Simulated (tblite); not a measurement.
A geometry optimisation, step by step.

Compound: C₄H₁₅GeNSi₂.
Numbering: `[CH2:1]=[CH:2][N:3]([SiH2:4][SiH3:5])[C@H:6]([CH3:7])[GeH3:8]` (hydrogens: H9, H10 on C1; H11 on C2; H12, H13 on Si4; H14, H15, H16 on Si5; H17 on C6; H18, H19, H20 on C7; H21, H22, H23 on Ge8)

Computed with GFN2-xTB (tblite), gas phase: L-BFGS steps from a force-field or distance-geometry start until the largest atomic force falls under 0.01 eV/Å. 8 of its 249 geometries are shown.

Step 0: E = -666.1021 eV, largest atomic force 1.982 eV/Å
```
atom  x, y, z in Å  |  force x, y, z in eV/Å
C1      0.399    0.180    2.549   -0.976   0.054  -0.601
C2     -0.392    0.282    1.459    1.861   0.255  -0.633
N3      0.126    0.497    0.134    0.079   0.027   0.329
Si4     1.871    0.344   -0.291   -1.281   0.515   0.841
Si5     2.509   -1.781    0.046    0.203  -0.695   0.244
C6     -0.824    0.805   -0.966    0.522   0.454   0.769
C7     -1.609    2.087   -0.681   -0.184   0.254   0.417
Ge8    -2.021   -0.697   -1.274   -0.686  -0.871  -0.084
H9      1.471    0.266    2.504   -0.129  -0.018   0.051
H10    -0.065    0.024    3.525    0.313   0.047  -0.487
H11    -1.460    0.204    1.621    0.026   0.082  -0.550
H12     2.668    1.242    0.553   -0.094   0.292  -0.110
H13     2.098    0.680   -1.685   -0.228   0.363  -0.254
H14     3.933   -1.925   -0.322   -0.229  -0.158   0.111
H15     1.690   -2.654   -0.805    0.148  -0.209   0.094
H16     2.315   -2.139    1.463    0.143  -0.199  -0.250
H17    -0.268    0.969   -1.912    0.068  -0.088   0.641
H18    -0.910    2.916   -0.474   -0.340  -0.295  -0.041
H19    -2.280    1.956    0.204    0.532   0.149  -0.698
H20    -2.224    2.351   -1.554    0.167  -0.087   0.312
H21    -1.188   -1.977   -1.500   -0.436   0.410   0.083
H22    -2.965   -0.900   -0.059    0.320  -0.046  -0.621
H23    -2.878   -0.406   -2.524    0.200  -0.236   0.439
```

Step 35: E = -666.6126 eV, largest atomic force 0.036 eV/Å
```
atom  x, y, z in Å  |  force x, y, z in eV/Å
C1      0.380    0.180    2.485    0.000  -0.006   0.004
C2     -0.324    0.318    1.368    0.000   0.002   0.005
N3      0.172    0.557    0.106   -0.010  -0.010   0.014
Si4     1.868    0.375   -0.250   -0.019  -0.011   0.000
Si5     2.518   -1.819    0.080    0.006  -0.002  -0.005
C6     -0.814    0.832   -0.914   -0.002  -0.018   0.003
C7     -1.581    2.122   -0.638    0.000   0.004  -0.013
Ge8    -2.047   -0.721   -1.233    0.020   0.029  -0.006
H9      1.452    0.269    2.513   -0.027  -0.004   0.001
H10    -0.115   -0.014    3.419    0.011  -0.002  -0.017
H11    -1.407    0.244    1.411    0.022  -0.012   0.009
H12     2.603    1.389    0.523    0.005   0.021   0.002
H13     1.962    0.814   -1.651   -0.005   0.007  -0.009
H14     3.928   -2.000   -0.281    0.010   0.007  -0.012
H15     1.752   -2.753   -0.757    0.007  -0.012   0.012
H16     2.390   -2.301    1.458   -0.012   0.001   0.002
H17    -0.271    0.966   -1.856    0.017  -0.003   0.017
H18    -0.886    2.946   -0.484    0.013   0.008   0.002
H19    -2.207    2.032    0.247    0.011   0.003   0.003
H20    -2.219    2.356   -1.488   -0.026   0.006  -0.013
H21    -1.263   -1.978   -1.438    0.002  -0.016   0.011
H22    -3.034   -0.996   -0.139   -0.006   0.010   0.009
H23    -2.861   -0.496   -2.471   -0.015  -0.002  -0.018
```

Step 71: E = -666.6237 eV, largest atomic force 0.045 eV/Å
```
atom  x, y, z in Å  |  force x, y, z in eV/Å
C1      0.352    0.063    2.464    0.010  -0.026   0.004
C2     -0.346    0.201    1.343    0.005   0.033   0.006
N3      0.153    0.508    0.097   -0.010  -0.026  -0.008
Si4     1.856    0.397   -0.250   -0.012  -0.030  -0.007
Si5     2.612   -1.760    0.105    0.011  -0.017  -0.001
C6     -0.829    0.820   -0.917   -0.010  -0.019  -0.008
C7     -1.522    2.155   -0.661    0.026  -0.002   0.010
Ge8    -2.156   -0.664   -1.197    0.022   0.004   0.014
H9      1.416    0.212    2.513    0.002   0.015  -0.032
H10    -0.133   -0.208    3.383   -0.036   0.011  -0.012
H11    -1.425    0.067    1.367    0.018  -0.005   0.003
H12     2.561    1.457    0.492   -0.013   0.013   0.020
H13     1.933    0.808   -1.660   -0.002   0.014  -0.015
H14     4.027   -1.861   -0.275   -0.014   0.004   0.006
H15     1.898   -2.755   -0.709    0.008   0.019   0.018
H16     2.524   -2.232    1.490    0.001   0.010  -0.021
H17    -0.291    0.902   -1.867    0.001   0.001   0.001
H18    -0.797    2.968   -0.677    0.016  -0.001   0.011
H19    -2.012    2.157    0.311   -0.024  -0.016  -0.034
H20    -2.268    2.336   -1.435    0.005   0.005   0.043
H21    -1.472   -1.996   -1.133   -0.013  -0.003  -0.012
H22    -3.296   -0.718   -0.222    0.004   0.031  -0.003
H23    -2.790   -0.533   -2.551    0.008  -0.017   0.016
```

Step 106: E = -666.6365 eV, largest atomic force 0.031 eV/Å
```
atom  x, y, z in Å  |  force x, y, z in eV/Å
C1      0.317   -0.016    2.429    0.002  -0.016  -0.007
C2     -0.368    0.086    1.297    0.004   0.002  -0.007
N3      0.135    0.393    0.055   -0.002  -0.010  -0.017
Si4     1.847    0.410   -0.264   -0.002   0.001   0.008
Si5     2.731   -1.690    0.117    0.006  -0.008  -0.001
C6     -0.842    0.767   -0.942   -0.002   0.004  -0.006
C7     -1.438    2.142   -0.654   -0.008  -0.004  -0.001
Ge8    -2.287   -0.611   -1.164    0.030  -0.004  -0.007
H9      1.372    0.183    2.486    0.010   0.006   0.013
H10    -0.174   -0.301    3.340   -0.004   0.002   0.011
H11    -1.441   -0.094    1.305   -0.005   0.003   0.007
H12     2.474    1.510    0.494   -0.010   0.009   0.007
H13     1.917    0.843   -1.668    0.000  -0.013  -0.002
H14     4.140   -1.716   -0.293   -0.002  -0.001  -0.002
H15     2.056   -2.744   -0.651    0.004   0.001   0.000
H16     2.703   -2.129    1.514    0.006   0.004  -0.001
H17    -0.319    0.820   -1.901    0.001   0.000   0.000
H18    -0.651    2.895   -0.620   -0.011  -0.009   0.000
H19    -1.953    2.138    0.306    0.006   0.014  -0.002
H20    -2.153    2.408   -1.431    0.005   0.010  -0.001
H21    -1.798   -1.988   -0.833   -0.014   0.011   0.001
H22    -3.504   -0.343   -0.330   -0.007  -0.009   0.012
H23    -2.770   -0.640   -2.583   -0.006   0.005  -0.005
```

Step 142: E = -666.6388 eV, largest atomic force 0.018 eV/Å
```
atom  x, y, z in Å  |  force x, y, z in eV/Å
C1      0.294   -0.066    2.422   -0.007   0.006  -0.009
C2     -0.390    0.050    1.291   -0.004   0.005  -0.010
N3      0.115    0.342    0.046   -0.001  -0.003  -0.013
Si4     1.829    0.398   -0.258    0.002   0.013  -0.001
Si5     2.799   -1.659    0.146   -0.003   0.006  -0.009
C6     -0.854    0.746   -0.948   -0.007  -0.012  -0.007
C7     -1.398    2.143   -0.666    0.006  -0.006  -0.002
Ge8    -2.344   -0.582   -1.164   -0.005   0.006   0.016
H9      1.353    0.109    2.480   -0.003   0.001   0.009
H10    -0.207   -0.332    3.335    0.011  -0.009   0.003
H11    -1.468   -0.104    1.303   -0.009  -0.005   0.002
H12     2.412    1.538    0.477    0.001  -0.005   0.005
H13     1.894    0.794   -1.673    0.007   0.000  -0.001
H14     4.187   -1.631   -0.326    0.003  -0.009  -0.002
H15     2.135   -2.752   -0.574    0.006  -0.008   0.009
H16     2.857   -2.069    1.552   -0.005   0.009  -0.001
H17    -0.335    0.775   -1.910    0.010   0.000   0.005
H18    -0.582    2.865   -0.639   -0.001   0.007   0.002
H19    -1.909    2.166    0.296   -0.004   0.005  -0.006
H20    -2.104    2.435   -1.443   -0.001  -0.003   0.009
H21    -1.899   -1.978   -0.855   -0.001   0.003  -0.003
H22    -3.541   -0.290   -0.306    0.004  -0.004  -0.001
H23    -2.851   -0.575   -2.576    0.002   0.004   0.004
```

Step 177: E = -666.6407 eV, largest atomic force 0.021 eV/Å
```
atom  x, y, z in Å  |  force x, y, z in eV/Å
C1      0.277   -0.120    2.399   -0.003   0.001   0.008
C2     -0.401   -0.011    1.264    0.002   0.002   0.000
N3      0.106    0.301    0.025    0.003   0.004  -0.006
Si4     1.822    0.404   -0.257    0.019  -0.004  -0.004
Si5     2.844   -1.621    0.183    0.000  -0.002   0.001
C6     -0.859    0.728   -0.962   -0.012  -0.012  -0.013
C7     -1.362    2.142   -0.683   -0.002  -0.003  -0.003
Ge8    -2.396   -0.548   -1.157   -0.006   0.008  -0.010
H9      1.331    0.085    2.468    0.003   0.000   0.006
H10    -0.221   -0.412    3.304    0.000  -0.007   0.016
H11    -1.475   -0.192    1.267   -0.004   0.001   0.006
H12     2.369    1.556    0.485    0.001   0.003  -0.001
H13     1.899    0.800   -1.672   -0.003  -0.005  -0.001
H14     4.202   -1.606   -0.374   -0.012  -0.002  -0.006
H15     2.160   -2.773   -0.416    0.001   0.009   0.002
H16     3.002   -1.938    1.605    0.000   0.008   0.000
H17    -0.347    0.736   -1.929    0.002   0.005  -0.005
H18    -0.530    2.845   -0.677    0.005  -0.001   0.004
H19    -1.857    2.186    0.286    0.003  -0.004   0.006
H20    -2.074    2.444   -1.451    0.000   0.002  -0.001
H21    -1.990   -1.967   -0.909    0.004  -0.004  -0.002
H22    -3.548   -0.242   -0.245   -0.010  -0.002  -0.005
H23    -2.955   -0.475   -2.547    0.008   0.002   0.008
```

Step 213: E = -666.6478 eV, largest atomic force 0.046 eV/Å
```
atom  x, y, z in Å  |  force x, y, z in eV/Å
C1      0.266   -0.210    2.358   -0.007   0.008   0.009
C2     -0.403   -0.141    1.214   -0.005   0.023  -0.004
N3      0.097    0.225   -0.014    0.012   0.004   0.007
Si4     1.809    0.422   -0.270    0.008  -0.010  -0.021
Si5     2.887   -1.538    0.295   -0.015   0.015   0.021
C6     -0.868    0.707   -0.976    0.012  -0.018  -0.001
C7     -1.307    2.133   -0.655    0.003  -0.012   0.009
Ge8    -2.457   -0.494   -1.209    0.011   0.016  -0.042
H9      1.296    0.087    2.446    0.005  -0.003   0.002
H10    -0.217   -0.553    3.255   -0.002  -0.024  -0.008
H11    -1.458   -0.408    1.195   -0.017   0.001   0.016
H12     2.293    1.638    0.418   -0.002  -0.014   0.004
H13     1.882    0.760   -1.700    0.012  -0.010  -0.004
H14     4.014   -1.774   -0.612    0.015   0.007   0.004
H15     2.037   -2.729    0.217   -0.024  -0.022   0.000
H16     3.445   -1.524    1.651    0.026   0.011  -0.017
H17    -0.362    0.721   -1.947   -0.023   0.003  -0.017
H18    -0.441    2.793   -0.646   -0.009   0.027   0.004
H19    -1.781    2.171    0.324   -0.007  -0.006   0.022
H20    -2.018    2.489   -1.400    0.000  -0.005  -0.016
H21    -2.104   -1.947   -1.145    0.021  -0.006   0.013
H22    -3.564   -0.260   -0.224   -0.004   0.017  -0.021
H23    -3.051   -0.244   -2.566   -0.008  -0.005   0.040
```

Step 248: E = -666.6589 eV, largest atomic force 0.009 eV/Å
```
atom  x, y, z in Å  |  force x, y, z in eV/Å
C1      0.274   -0.203    2.340    0.001  -0.006  -0.003
C2     -0.395   -0.101    1.199    0.000   0.006   0.005
N3      0.110    0.279   -0.023   -0.001   0.001   0.001
Si4     1.823    0.390   -0.311   -0.001   0.001  -0.001
Si5     2.850   -1.572    0.335    0.000  -0.003   0.004
C6     -0.861    0.775   -0.972   -0.003   0.003   0.000
C7     -1.389    2.148   -0.565    0.001   0.003  -0.001
Ge8    -2.374   -0.503   -1.291    0.001  -0.003   0.000
H9      1.310    0.071    2.432   -0.002  -0.005  -0.003
H10    -0.213   -0.560    3.229    0.002  -0.003  -0.002
H11    -1.457   -0.345    1.177    0.002  -0.002   0.006
H12     2.357    1.615    0.322    0.001  -0.002   0.001
H13     1.895    0.653   -1.756    0.001   0.001  -0.002
H14     3.746   -2.052   -0.724   -0.001  -0.001   0.007
H15     1.935   -2.675    0.640   -0.001   0.008  -0.002
H16     3.697   -1.391    1.519   -0.003   0.005  -0.007
H17    -0.345    0.881   -1.931   -0.002   0.003   0.004
H18    -0.570    2.862   -0.490    0.001  -0.004   0.003
H19    -1.885    2.091    0.404    0.004   0.002  -0.004
H20    -2.107    2.509   -1.301    0.003  -0.005  -0.005
H21    -1.945   -1.933   -1.174   -0.001   0.006   0.003
H22    -3.545   -0.304   -0.373    0.004  -0.001  -0.001
H23    -2.916   -0.310   -2.676   -0.006  -0.003  -0.005
```

Problem. Summarise the path.

Solution. The energy falls by 0.5569 eV from step 0 to step 248; nine tenths of that is first reached at step 13. It rises by more than 0.2 meV at steps 208, 211, 214 and 217. The largest force goes from 1.982 to 0.009 eV/Å. Among the bonds C2–N3 changes most (a near tie, within 0.001 Å, with another), from 1.439 to 1.375 Å; the atoms move by 0.629 Å rms after alignment.

Problem. Follow the three bonds and two angles with the largest change from start to end.

Solution. 
| step | E above end (eV) | largest force (eV/Å) | C2–N3 (Å) | Si4–Si5 (Å) | C6–Ge8 (Å) | N3–Si4–H13 (°) | N3–C2–H11 (°) |
| --- | --- | --- | --- | --- | --- | --- | --- |
| 0 | 0.5569 | 1.982 | 1.439 | 2.244 | 1.945 | 111.0 | 120.2 |
| 11 | 0.0601 | 0.234 | 1.375 | 2.306 | 2.013 | 103.4 | 113.5 |
| 22 | 0.0490 | 0.040 | 1.376 | 2.313 | 2.006 | 103.1 | 114.3 |
| 32 | 0.0469 | 0.044 | 1.376 | 2.315 | 2.005 | 103.2 | 114.0 |
| 43 | 0.0444 | 0.027 | 1.376 | 2.314 | 2.009 | 103.0 | 114.1 |
| 54 | 0.0426 | 0.040 | 1.376 | 2.314 | 2.008 | 103.1 | 114.0 |
| 65 | 0.0375 | 0.037 | 1.376 | 2.311 | 2.006 | 102.5 | 113.9 |
| 75 | 0.0332 | 0.059 | 1.376 | 2.314 | 2.009 | 103.5 | 114.1 |
| 86 | 0.0264 | 0.051 | 1.375 | 2.313 | 2.009 | 103.3 | 113.8 |
| 97 | 0.0240 | 0.037 | 1.375 | 2.312 | 2.008 | 102.8 | 113.9 |
| 108 | 0.0222 | 0.022 | 1.375 | 2.311 | 2.009 | 103.0 | 113.8 |
| 119 | 0.0218 | 0.017 | 1.375 | 2.311 | 2.008 | 103.0 | 113.9 |
| 129 | 0.0213 | 0.019 | 1.375 | 2.311 | 2.008 | 103.0 | 113.9 |
| 140 | 0.0203 | 0.020 | 1.375 | 2.310 | 2.008 | 102.7 | 113.9 |
| 151 | 0.0195 | 0.021 | 1.375 | 2.310 | 2.008 | 102.8 | 113.8 |
| 162 | 0.0191 | 0.013 | 1.375 | 2.310 | 2.007 | 102.8 | 113.8 |
| 173 | 0.0184 | 0.017 | 1.375 | 2.310 | 2.007 | 102.8 | 113.9 |
| 183 | 0.0178 | 0.014 | 1.375 | 2.309 | 2.006 | 102.8 | 113.9 |
| 194 | 0.0168 | 0.031 | 1.375 | 2.308 | 2.006 | 103.0 | 113.7 |
| 205 | 0.0148 | 0.034 | 1.375 | 2.308 | 2.005 | 102.8 | 113.7 |
| 216 | 0.0096 | 0.043 | 1.375 | 2.308 | 2.005 | 102.5 | 113.8 |
| 226 | 0.0035 | 0.034 | 1.376 | 2.307 | 2.007 | 102.9 | 114.0 |
| 237 | 0.0009 | 0.044 | 1.376 | 2.308 | 2.006 | 103.2 | 113.7 |
| 248 | 0.0000 | 0.009 | 1.375 | 2.308 | 2.007 | 102.8 | 113.7 |

The cost below is that of the whole relaxation. The run took 4.3 s wall on Arm Neoverse N1, one thread (shared host).
